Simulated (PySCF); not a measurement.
SbI2, SMILES [I][Sb][I], multiplicity 2. Atoms are numbered in the order given.

```xyz
3

Sb     0.0000     0.0000     1.1769
I      0.0000    -2.1263    -0.5663
I      0.0000     2.1263    -0.5663
```
Charge 0, spin multiplicity 2.

Geometry optimised at B3LYP-D3(BJ)/def2-SVP. The multiplicity is an assumed one; other spin states were not compared. The isomer is the one that the SMILES or the coordinates give; other isomers of the formula were not compared. The def2 effective core potentials stand for the cores of I, Sb; spin–orbit coupling is left out.

Calculation: B3LYP-D3(BJ)/def2-SVP run with PySCF 2.14.0.

Frequencies are harmonic and unscaled.

Problem. Estimate the vibrational spectrum. (An estimate is asked for; the answer gives what the named calculation found.)

Solution. 
```csv
mode,ν (cm⁻¹),IR (km/mol),moving atoms (share of kinetic energy)
1,59,0.1,"I 81 %, Sb 19 %"
2,194,32.8,"Sb 55 %, I 45 %"
3,195,6.7,"I 52 %, Sb 48 %"
```
